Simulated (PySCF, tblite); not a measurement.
A set of runs on `C[SiH][C@H](C#N)[SiH2][SiH3]` [radical]; the geometry of each is named by its level. Settings lines and outputs come from a driver script.

Species: C3H10NSi3 (doublet state).
SMILES with atom numbers: `[CH3:1][SiH:2][C@H:3]([C:4]#[N:5])[SiH2:6][SiH3:7]` (hydrogens: H8, H9, H10 on C1; H11 on Si2; H12 on C3; H13, H14 on Si6; H15, H16, H17 on Si7)

Step 1: GFN2-xTB geometry optimisation, gas phase (tblite 0.8.0) (from a force-field or distance-geometry start)
```json
{"job": {"kind": "relax", "xc": "GFN2-xTB", "basis": "xTB"}, "charge": 0, "multiplicity": 2}
```
```
step      E/eV     max force
  0    -530.34799    3.298
  1    -530.56411    4.877
  2    -530.50144    5.926
...
172    -530.92279    0.016
173    -530.92282    0.014
174    -530.92285    0.012
175    -530.92287    0.011
176    -530.92289    0.010
```

Energy lowered by 13.3 kcal/mol over 176 steps; largest atomic force 0.010 eV/Å at the end. «max force» is the largest atomic force in eV/Å.

Step 2: GFN2-xTB harmonic vibrations, gas phase (tblite 0.8.0) (on the GFN2-xTB geometry)
```json
{"job": {"kind": "ir", "xc": "GFN2-xTB", "basis": "xTB"}, "charge": 0, "multiplicity": 2}
```
```
(table of modes left out)
```

45 modes from -13 to 3043 cm⁻¹ (unscaled, harmonic, a negative number standing for an imaginary wavenumber); zero-point energy 68.8 kcal/mol from the real modes; the lowest is imaginary at this level.

Step 3: UKS B3LYP, pcH-1 on C H N Si, non-relativistic, mean-field spin-orbit, GIAO (PySCF 2.14.0) (on the GFN2-xTB geometry)
```json
{"job": {"kind": "epr", "basis": "pcH-1"}, "charge": 0, "multiplicity": 2}
```
```
...
E = -1043.56306142 Eh   <S^2> = 0.7516 (exact 0.7500)
g shifts (ppm)      1          2          3
  rmc          -141       -141       -141
  gc              8         30         36
  oz_so         -88        915       2050
  total        -221        803       1944
hyperfine (MHz)  atom isotope    a_iso     a_fc   dipolar eigenvalues
    0   13C      23.16      23.14     -4.26     -4.04      8.30
    1  29Si    -461.21    -462.26   -170.72     85.18     85.55
    2   13C      32.07      32.05     -3.58     -3.29      6.87
    3   13C      28.64      28.64     -3.77     -1.10      4.87
    4   14N       1.27       1.27     -2.26     -2.17      4.44
    5  29Si      -7.49      -7.50     -0.96      0.17      0.79
    6  29Si      -5.65      -5.65     -0.66      0.24      0.42
    7    1H       3.16       3.16     -4.28     -2.47      6.75
    8    1H       0.60       0.60     -4.17     -2.34      6.51
    9    1H      60.85      60.85     -4.13      0.31      3.83
   10    1H      59.27      59.25     -9.23      0.83      8.40
   11    1H      -2.17      -2.18     -3.86     -2.35      6.21
   12    1H      -0.38      -0.39     -1.62     -1.36      2.97
   13    1H       0.72       0.72     -0.88     -0.67      1.56
   14    1H       5.84       5.84     -2.38     -1.80      4.18
...
```

⟨S²⟩ 0.752; g_iso 2.0032. rmc, gc and oz_so are the mass-correction, gauge-correction and orbital-Zeeman/spin–orbit parts of the g shift along its three principal axes; a_iso is the isotropic hyperfine coupling and a_fc its Fermi-contact part. The log counts atoms from 0, this text from 1.

Question: Which step took the most CPU time, and about what did each take on one thread, Arm Neoverse V2 (aarch64), no GPU, on a shared host?

Answer: Step 3, about 98 % of the total. CPU time by step: 1: 1.3 s, 2: 0.67 s, 3: 2.1 min.

Geometry of the electronic-property runs (GFN2-xTB):
```
atom  x, y, z in Å
C1    -2.887    0.551    0.660
Si2   -1.159   -0.239    0.660
C3    -0.113    0.431   -0.811
C4    -0.712   -0.070   -1.993
N5    -1.215   -0.523   -2.920
Si6    1.724   -0.130   -0.702
Si7    2.672    0.840    1.166
H8    -2.840    1.636    0.712
H9    -3.481    0.206    1.501
H10   -3.421    0.289   -0.253
H11   -1.209   -1.703    0.618
H12   -0.158    1.523   -0.831
H13    1.700   -1.599   -0.675
H14    2.370    0.239   -1.971
H15    1.749    1.727    1.883
H16    3.128   -0.161    2.131
H17    3.846    1.645    0.818
```

 (This holds for the electronic-property runs.)

One conformer stands for the species.
